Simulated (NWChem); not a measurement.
Program: NWChem. System: H₂S₂Si, charge 0, spin multiplicity 1, at a geometry optimised with PBE/def2-SVP. The structure started from a generated list of species. Level: EOM-CCSD/def2-SVPD, 15 core orbitals frozen.

The NWChem input:

```
start mol
memory heap 100 mb stack 700 mb global 1900 mb
geometry units angstroms nocenter noautoz
  Si     0.434294     0.922399     0.000000
  S      1.377895    -1.041296     0.000000
  H      0.283317    -1.862142     0.000000
  S     -1.640071     0.255913     0.000000
  H     -2.168613     1.514692     0.000000
  symmetry group Cs
end
basis spherical
  * library def2-svpd
end
scf
  rhf
  nopen 0
  maxiter 100
  thresh 1e-7
  semidirect memsize 60000000 filesize 0
end
tce
  freeze core 15
  ccsd
  nroots 2
  2eorb
  2emet 13
  thresh 1e-5
  maxiter 200
  tilesize 24
end
task tce energy
```

Part of the output:

```
             Northwest Computational Chemistry Package (NWChem) 7.3.0
             --------------------------------------------------------

                                NWChem Input Module
                                -------------------

 Scaling coordinates for geometry "geometry" by  1.889725989
 (inverse scale =  0.529177249)

 Turning off AUTOSYM since
 SYMMETRY directive was detected!

                             Geometry "geometry" -> ""
                             -------------------------

 Output coordinates in angstroms (scale by  1.889725989 to convert to a.u.)

  No.       Tag          Charge          X              Y              Z
 ---- ---------------- ---------- -------------- -------------- --------------
    1 Si                  14.0000     0.43429400     0.92239900     0.00000000
    2 S                   16.0000     1.37789500    -1.04129600     0.00000000
    3 H                    1.0000     0.28331700    -1.86214200     0.00000000
    4 S                   16.0000    -1.64007100     0.25591300     0.00000000
    5 H                    1.0000    -2.16861300     1.51469200     0.00000000

 Effective nuclear repulsion energy (a.u.)     172.8965693780

            Nuclear Dipole moment (a.u.)
            ----------------------------
        X                 Y               Z
 ---------------- ---------------- ----------------
     0.0000075589     0.0000151178     0.0000000000

      Symmetry information
      --------------------

 Group name             Cs
 Group number              2
 Group order               2
 No. of unique centers     5

      Symmetry unique atoms

     1    2    3    4    5


 Summary of "ao basis" -> "" (spherical)
 ------------------------------------------------------------------------------
       Tag                 Description            Shells   Functions and Types
 ---------------- ------------------------------  ------  ---------------------
 *                         def2-svpd                  on all atoms

 Summary of "ao basis" -> "ao basis" (spherical)
 ------------------------------------------------------------------------------
[...]
   0.0060503524665   0.2181300457723    5.93562     1.3     1.3

 Iteration  14 using   28 trial vectors
   0.0000277740200   0.1452591230883    3.95270
   0.0057004886496   0.2181080291271    5.93502     1.2     1.2

 Iteration  15 using   30 trial vectors
   0.0000147543969   0.1452592098167    3.95271
   0.0073478148120   0.2181058660422    5.93497     1.3     1.3

 Iteration  16 using   32 trial vectors
   0.0000076595733   0.1452592047525    3.95271
   0.0154000671823   0.2178344896845    5.92758     1.2     1.2

 Iteration  17 using   33 trial vectors
   0.0000058391311   0.1452591667318    3.95270
   0.0357758561428   0.2157604047433    5.87114     0.6     0.6

 Iteration  18 using   34 trial vectors
   0.0000052956190   0.1452591652932    3.95270
   0.0225503232632   0.2134980774309    5.80958     0.6     0.6

 Iteration  19 using   35 trial vectors
   0.0000047710421   0.1452591749769    3.95270
   0.0140390408686   0.2132629363325    5.80318     0.6     0.6

 Iteration  20 using   36 trial vectors
   0.0000044754291   0.1452591787562    3.95271
   0.0080461357803   0.2132346528263    5.80241     0.7     0.7

 Iteration  21 using   37 trial vectors
   0.0000043585177   0.1452591802329    3.95271
   0.0043653256412   0.2132139564689    5.80185     0.7     0.7

 Iteration  22 using   38 trial vectors
   0.0000043327486   0.1452591803092    3.95271
   0.0023699791474   0.2132196072841    5.80200     0.6     0.6

 Iteration  23 using   39 trial vectors
   0.0000043437060   0.1452591807531    3.95271
   0.0013422195407   0.2132019927313    5.80152     0.8     0.8

 Iteration  24 using   40 trial vectors
   0.0000043341177   0.1452591809829    3.95271
   0.0008001991567   0.2131985677674    5.80143     0.8     0.8

 Iteration  25 using   41 trial vectors
   0.0000043176323   0.1452591797458    3.95271
   0.0004826465472   0.2131936466159    5.80130     0.8     0.8

 Iteration  26 using   42 trial vectors
   0.0000043099741   0.1452591795791    3.95271
   0.0002878514628   0.2131922829859    5.80126     0.9     0.9

 Iteration  27 using   43 trial vectors
   0.0000043120501   0.1452591792281    3.95271
   0.0001611009260   0.2131926256464    5.80127     0.9     0.9

 Iteration  28 using   44 trial vectors
   0.0000043055129   0.1452591792073    3.95271
   0.0000823153791   0.2131928723994    5.80128     0.7     0.7

 Iteration  29 using   45 trial vectors
   0.0000042968460   0.1452591791507    3.95271
   0.0000440640035   0.2131932065145    5.80128     0.8     0.8

 Iteration  30 using   46 trial vectors
   0.0000042988298   0.1452591797512    3.95271
   0.0000252603834   0.2131929485717    5.80128     0.9     0.9

 Iteration  31 using   47 trial vectors
   0.0000042973470   0.1452591801028    3.95271
   0.0000155671760   0.2131928445282    5.80127     0.7     0.7

 Iteration  32 using   48 trial vectors
   0.0000042598704   0.1452591803136    3.95271
   0.0000108827079   0.2131926677479    5.80127     1.0     1.0

 Iteration  33 using   49 trial vectors
   0.0000042261257   0.1452591805340    3.95271
   0.0000074453966   0.2131925428492    5.80127     1.0     1.0
 --------------------------------------------------------------
 Iterations converged
 ------------------

 Excited state root  1
 Excitation energy / hartree =        0.145259180534047
                   / eV      =        3.952705098673357
 largest EOMCCSD amplitudes: R1 and R2

 Singles contributions
    25a"  (alpha) ---    24a'  (alpha)       -0.9071040846

 Doubles contributions
 ------------------

 Excited state root  2
 Excitation energy / hartree =        0.213192542849232
                   / eV      =        5.801266729036684
 largest EOMCCSD amplitudes: R1 and R2

 Singles contributions
    25a"  (alpha) ---    21a'  (alpha)        0.8847678259

 Doubles contributions

 Task  times  cpu:       91.5s     wall:       91.5s

 Total times  cpu:       91.6s     wall:       91.6s
```
